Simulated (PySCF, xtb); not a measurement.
Si(H)2(OMe)(NH2) (CH₇NOSi), SMILES CO[SiH2]N. The values are those of a single conformer.

Harmonic wavenumbers (cm⁻¹) from GFN2-xTB in xtb at its own minimum, in rising order: 91, 94, 144, 166, 281, 520, 533, 631, 740, 755, 798, 836, 926, 1137, 1138, 1156, 1419, 1484, 1491, 1532, 2233, 2260, 2938, 2952, 2984, 3480, 3511.

**Question.** What does B3LYP-D3(BJ)/def2-SVP in PySCF give at its own minimum? (Estimate from the structure and the level; the computed values follow.)

**Answer.** 52, 113, 167, 239, 306, 432, 568, 747, 789, 869, 903, 953, 963, 1146, 1178, 1213, 1475, 1477, 1480, 1548, 2211, 2217, 2973, 3032, 3092, 3568, 3658. Paired by order, the mean absolute difference is 58 cm⁻¹ and the zero-point energies are 51.8 and 53.4 kcal/mol.
